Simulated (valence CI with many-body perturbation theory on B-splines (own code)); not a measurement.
**Level structure of F2+**

Computed by valence CI with perturbative core correlation (CI+MBPT): five valence electrons over a frozen Dirac-Fock core [He], a basis of 9 s, 9 p, 8 d, 6 f, 3 g, 1 h functions for each j, with the one-electron correlation potential Σ1 (screened to all orders), the two-electron term Σ2, the three-electron term Σ3, Breit, model QED; selected single and double excitations, second order for the rest, scaled by the run's own slope (own B-spline code, finite nucleus).

Set against measurement, 25 paired levels are off by 169 cm⁻¹ on average, the worst by 489. These come from a selection out of Moore, Atomic Energy Levels, vol. I, NSRDS-NBS 35 (1971 reprint of NBS Circular 467, 1949), an old analysis. Levels without a partner in it may be off by more. Among the levels kept, up to 1900 cm⁻¹ of a level comes from second order outside the variational space, and about a tenth of that is noise between levels of different J, which matters for small intervals.

Levels 1 to 33 of 33, with energies above the lowest level, 2s2 2p3 4S°_3/2. "Leading %" is the weight of the configuration and term that name the level; weights of strongly mixed levels are sums over their largest components and can fall short, so below about 35 % the name and the second component can differ from the true leading terms, or belong to a minority configuration. In the jj column 3d3/2^4 stands for four electrons in 3d with j = 3/2.

| No. | Configuration | Term | J | E (cm⁻¹) | Leading % | g | Leading jj |
| --- | --- | --- | --- | --- | --- | --- | --- |
| 1 | 2s2 2p3 | 4S° | 3/2 | 0 | 98 | 2.002 | 2s^2 2p1/2 2p3/2^2 (54 %) |
| 2 | 2s2 2p3 | 2D° | 5/2 | 34305 | 98 | 1.200 | 2s^2 2p1/2 2p3/2^2 (98 %) |
| 3 | 2s2 2p3 | 2D° | 3/2 | 34334 | 98 | 0.800 | 2s^2 2p1/2 2p3/2^2 (44 %) |
| 4 | 2s2 2p3 | 2P° | 3/2 | 51838 | 96 | 1.334 | 2s^2 2p3/2^3 (50 %) |
| 5 | 2s2 2p3 | 2P° | 1/2 | 51842 | 96 | 0.666 | 2s^2 2p1/2 2p3/2^2 (96 %) |
| 6 | 2s 2p4 | 4P | 5/2 | 151991 | 97 | 1.601 | 2s 2p1/2^2 2p3/2^2 (65 %) |
| 7 | 2s 2p4 | 4P | 3/2 | 152317 | 97 | 1.735 | 2s 2p1/2 2p3/2^3 (86 %) |
| 8 | 2s 2p4 | 4P | 1/2 | 152476 | 97 | 2.670 | 2s 2p3/2^4 (43 %) |
| 9 | 2s 2p4 | 2D | 5/2 | 210572 | 96 | 1.200 | 2s 2p1/2 2p3/2^3 (64 %) |
| 10 | 2s 2p4 | 2D | 3/2 | 210575 | 96 | 0.799 | 2s 2p1/2 2p3/2^3 (64 %) |
| 11 | 2s 2p4 | 2S | 1/2 | 248749 | 96 | 2.002 | 2s 2p1/2^2 2p3/2^2 (64 %) |
| 12 | 2s 2p4 | 2P | 3/2 | 266989 | 94 | 1.334 | 2s 2p1/2^2 2p3/2^2 (52 %) |
| 13 | 2s 2p4 | 2P | 1/2 | 267344 | 94 | 0.666 | 2s 2p1/2 2p3/2^3 (62 %) |
| 14 | 2s2 2p2 3s | 4P | 1/2 | 316538 | 94 | 2.670 | 2s^2 2p1/2^2 3s (43 %) |
| 15 | 2s2 2p2 3s | 4P | 3/2 | 316765 | 94 | 1.735 | 2s^2 2p1/2 2p3/2 3s (85 %) |
| 16 | 2s2 2p2 3s | 4P | 5/2 | 317087 | 94 | 1.601 | 2s^2 2p3/2^2 3s (62 %) |
| 17 | 2s2 2p2 3s | 2P | 1/2 | 324391 | 93 | 0.666 | 2s^2 2p1/2 2p3/2 3s (63 %) |
| 18 | 2s2 2p2 3s | 2P | 3/2 | 324785 | 93 | 1.334 | 2s^2 2p3/2^2 3s (51 %) |
| 19 | 2s2 2p2 3s | 2D | 5/2 | 344059 | 95 | 1.200 | 2s^2 2p1/2 2p3/2 3s (62 %) |
| 20 | 2s2 2p2 3s | 2D | 3/2 | 344062 | 95 | 0.799 | 2s^2 2p1/2 2p3/2 3s (62 %) |
| 21 | 2s2 2p2 3p | 2S° | 1/2 | 344282 | 94 | 2.002 | 2s^2 2p3/2^2 3p3/2 (33 %) |
| 22 | 2s2 2p2 3p | 4D° | 1/2 | 348557 | 95 | 0.000 | 2s^2 2p1/2^2 3p1/2 (37 %) |
| 23 | 2s2 2p2 3p | 4D° | 3/2 | 348690 | 95 | 1.201 | 2s^2 2p1/2 2p3/2 3p1/2 (56 %) |
| 24 | 2s2 2p2 3p | 4D° | 5/2 | 348882 | 94 | 1.373 | 2s^2 2p1/2 2p3/2 3p3/2 (60 %) |
| 25 | 2s2 2p2 3p | 4D° | 7/2 | 349114 | 95 | 1.429 | 2s^2 2p3/2^2 3p3/2 (62 %) |
| 26 | 2s2 2p2 3p | 4P° | 1/2 | 351080 | 95 | 2.668 | 2s^2 2p1/2 2p3/2 3p1/2 (48 %) |
| 27 | 2s2 2p2 3p | 4P° | 3/2 | 351194 | 94 | 1.734 | 2s^2 2p3/2^2 3p1/2 (27 %) |
| 28 | 2s2 2p2 3p | 4P° | 5/2 | 351384 | 94 | 1.600 | 2s^2 2p1/2 2p3/2 3p3/2 (40 %) |
| 29 | 2s2 2p2 3p | 2D° | 3/2 | 355909 | 94 | 0.800 | 2s^2 2p1/2 2p3/2 3p3/2 (52 %) |
| 30 | 2s2 2p2 3p | 2D° | 5/2 | 356299 | 94 | 1.201 | 2s^2 2p3/2^2 3p3/2 (43 %) |
| 31 | 2s2 2p2 3p | 4S° | 3/2 | 357329 | 90 | 2.002 | 2s^2 2p1/2 2p3/2 3p3/2 (32 %) |
| 32 | 2s2 2p2 3p | 2P° | 1/2 | 360276 | 94 | 0.666 | 2s^2 2p1/2 2p3/2 3p3/2 (41 %) |
| 33 | 2s2 2p2 3p | 2P° | 3/2 | 360378 | 94 | 1.334 | 2s^2 2p1/2 2p3/2 3p3/2 (34 %) |

The ionisation energy to 2s2 2p2 3P_0 of the next ion comes out as 62.68 eV (NIST: 62.708 eV (semi-empirical)). All 33 levels together are meant to be complete up to 371935 cm⁻¹.
